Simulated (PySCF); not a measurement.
Bonds (- single, = double, # triple, : aromatic): C1:C2, C2:C3, C3:C4, C4-C5, C5-C6, C6-C7, C7-C8, C8-C9, C9-C10, C4:C11, C11:C12, C12:C1, C10-C5. C1 carries H13; C2 carries H14; C3 carries H15; C5 carries H16; C6 carries H17, H18; C7 carries H19, H20; C8 carries H21, H22; C9 carries H23, H24; C10 carries H25, H26; C11 carries H27; C12 carries H28. H17, H20, H21, H24, H26 are cis to C4 on the ring; H18, H19, H22, H23, H25 are trans to C4 on the ring.

PySCF calculation with couplings computed with B3LYP/pcJ-1 (without the spin–dipole term), geometry from PBE0-D3(BJ)/def2-SVP and NMR shieldings at CAM-B3LYP/pcSseg-1/GIAO; equivalent nuclei averaged, gas phase, one conformer, non-relativistic.

**Question.** List the cross peaks expected in HSQC, COSY and HMBC spectra.

**Answer.** 

HSQC (one-bond C–H):
```
            δH              δC  ¹J(C,H) (Hz)
7.36 (H14/H28)  137.6 (C2/C12)           165
    7.26 (H13)      135.2 (C1)           167
7.25 (H15/H27)  136.3 (C3/C11)           163
    1.95 (H16)       48.2 (C5)           129
1.69 (H20/H24)    29.2 (C7/C9)           134
1.60 (H18/H25)   37.8 (C6/C10)           136
    1.59 (H22)       28.5 (C8)           134
1.27 (H19/H23)    29.2 (C7/C9)           129
1.26 (H17/H26)   37.8 (C6/C10)           130
    1.20 (H21)       28.5 (C8)           129
```

COSY cross peaks (|J| ≥ 2 Hz):
```
            δH              δH  abs. J (Hz)  bonds
7.36 (H14/H28)      7.26 (H13)          8.2      3
7.36 (H14/H28)  7.25 (H15/H27)          8.5      3
    1.95 (H16)  1.60 (H18/H25)          4.0      3
    1.95 (H16)  1.26 (H17/H26)         13.4      3
1.69 (H20/H24)  1.60 (H18/H25)          3.3      3
1.69 (H20/H24)      1.59 (H22)          3.3      3
1.69 (H20/H24)  1.27 (H19/H23)         14.9      2
1.69 (H20/H24)  1.26 (H17/H26)          4.2      3
1.69 (H20/H24)      1.20 (H21)          4.1      3
1.60 (H18/H25)  1.27 (H19/H23)          4.1      3
1.60 (H18/H25)  1.26 (H17/H26)         14.8      2
    1.59 (H22)  1.27 (H19/H23)          4.1      3
    1.59 (H22)      1.20 (H21)         14.7      2
1.27 (H19/H23)  1.26 (H17/H26)         14.4      3
1.27 (H19/H23)      1.20 (H21)         14.5      3
```

HMBC (two and three bonds, |J| ≥ 2.5 Hz):
```
            δH                                                          δC [abs. J in Hz]
7.36 (H14/H28)                                     158.7 (C4) [7.6], 137.6 (C2/C12) [8.3]
    7.26 (H13)                                                       136.3 (C3/C11) [8.1]
7.25 (H15/H27)                    136.3 (C3/C11) [7.1], 135.2 (C1) [8.0], 48.2 (C5) [4.3]
    1.95 (H16)                158.7 (C4) [5.2], 136.3 (C3/C11) [6.2], 37.8 (C6/C10) [3.2]
1.69 (H20/H24)  48.2 (C5) [8.5], 37.8 (C6/C10) [2.9], 29.2 (C7/C9) [9.0], 28.5 (C8) [3.2]
1.60 (H18/H25)  48.2 (C5) [3.2], 37.8 (C6/C10) [7.5], 29.2 (C7/C9) [2.9], 28.5 (C8) [8.7]
    1.59 (H22)                                    37.8 (C6/C10) [8.9], 29.2 (C7/C9) [3.1]
1.27 (H19/H23)                                       37.8 (C6/C10) [3.3], 28.5 (C8) [3.1]
1.26 (H17/H26)                   48.2 (C5) [3.7], 37.8 (C6/C10) [2.8], 29.2 (C7/C9) [3.0]
    1.20 (H21)                                                         29.2 (C7/C9) [3.2]
```

Shifts are taken against calculated references (same method and geometry level): TMS for ¹H (σref 31.33), ¹³C (σref 182.45).

Short H···H contacts in this conformer between protons four or more bonds apart (candidates for NOE cross peaks, intensity ∝ r⁻⁶): H16···H27 2.28 Å, H15···H26 2.36 Å, H16···H19 2.58 Å, H17···H21 2.64 Å, H21···H26 2.64 Å.

Unscaled 3J(H,H) at this level run about 10 % above measured values. Shifts are as computed, not scaled to solution data. Of 1309 compounds with measured shifts, 239 miss one by over three times the rms of a fit or turn the order of signals round; such compounds aren't used in these exercises.
